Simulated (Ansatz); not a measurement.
Basis-set extrapolation for `OB(O[SiH3])O[SiH3]` (PBE0-D4/def2-TZVP geometry, frozen core, Ansatz). Multiplicity 1, RHF reference.

```csv
,def2-TZVPP,def2-QZVPP
HF,-831.605759,-831.637117
MP2 correlation,-1.045681,-1.128964
CCSD(T) correlation,-1.130533,not run
```

Energies in hartree. Use E(X) = E(∞) + A·exp(−7.88·√X) for Hartree–Fock and E(X) = E(∞) + B·X^(−2.97) for correlation, with X = 3 and 4, and add CCSD(T) minus MP2 of the smaller set to the MP2 limit.

Q: What is the CCSD(T) energy at the basis-set limit?

A: HF limit: -831.637117 + (-0.031358) × 0.13774 = -831.64144. MP2 limit: -1.128964 + (-0.083283) × 0.74074 = -1.19066. Higher-order term: -1.130533 − (-1.045681) = -0.08485. Total: -832.91695 hartree, 474.3 kJ/mol below CCSD(T)/def2-TZVPP.
